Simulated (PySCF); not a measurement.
Worked example: refractive index and permittivity of the vapour

Be(Et)(OH) (C2H6BeO), SMILES C[CH2][Be][OH].

Geometry optimised at ωB97X-D3(BJ)/def2-SVP. The geometry has at least one imaginary mode, so it is a saddle point at that level. Other conformers were not sampled.

PBE0/def2-TZVPD run with PySCF gives a mean static polarisability of 45.7 bohr³ and a dipole moment of 1.00 D. Take an ideal gas at 298.15 K and 0.01 bar, whether or not the substance is that volatile.

**Question.** Work out n − 1 in the optical limit and the static ε − 1.

**Answer.** 
Polarisability volume α' = 45.7 × 0.148185 = 6.77 Å³. Number density N = p/kT = 2.43e-7 Å⁻³.
Dilute limit of Lorentz–Lorenz: n − 1 = 2π N α' = 1.0e-5.
Orientation term of Debye: μ²/(3kT) = 8.098 Å³ × μ²(D²) = 8.10 Å³.
ε − 1 = 4π N (α' + μ²/3kT) = 4.5e-5. Orientation of the dipole supplies 54 % of the static response; it can't follow optical fields. Vibrational polarisation and dispersion are left out.
